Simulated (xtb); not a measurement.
BFH4N2, SMILES NB(F)N. All values are semi-empirical tight-binding results from xtb (GFN2-xTB unless named), good for trends rather than for accurate numbers. Coordinates come from a GFN2-xTB optimisation. Other conformers were not sampled.

Optimised geometry:

Bonded distances (Å): B1–F2 1.349, B1–N3 1.400, B1–N6 1.400, N3–H4 1.003, N3–H5 1.002, N6–H7 1.002, N6–H8 1.003. Angles (°): F2–B1–N3 117.7, F2–B1–N6 117.7, N3–B1–N6 124.6, B1–N3–H4 121.6, B1–N3–H5 124.3, H4–N3–H5 114.1, B1–N6–H7 124.3, B1–N6–H8 121.6, H7–N6–H8 114.1.
Charge 0, spin multiplicity 1.

### Question
Estimate the properties. (The exact figures need the calculation; the answer reports its results.)

### Answer

| Quantity | Result |
|---|---|
| point group as xtb finds it | C2v |
| orbital gap | 7.21 eV |
| dipole moment | 2.89 D |
| zero-point energy | 36.3 kcal/mol |
| G − E(el) at 298.15 K (modified RRHO) | 19.8 kcal/mol |
| static polarisability (D4 model) | 35.7 bohr³ |
| solvation energy, GFN2-xTB/ALPB(water) | -7.5 kcal/mol |
| solvation energy, GFN2-xTB/ALPB(benzene) | -4.2 kcal/mol |

Computed IR lines (harmonic; lines under 4 % of the strongest left out, lines within 3 cm⁻¹ merged):
ν (cm⁻¹): 417 (vs), 515 (m), 866 (w), 1290 (vs), 1410 (s), 1520 (m), 1532 (vs) (against the strongest line: vs over 80 %, s over 45 %, m over 15 %, w over 4 %, vw less)

Computed atomic charges and the Wiberg bond orders between heavy atoms:
charges (e) B1 0.43, F2 -0.34, N3 -0.37, H4 0.17, H5 0.16, N6 -0.37, H7 0.16, H8 0.17. Bond orders B1–F2 0.95, B1–N3 1.24, B1–N6 1.24.
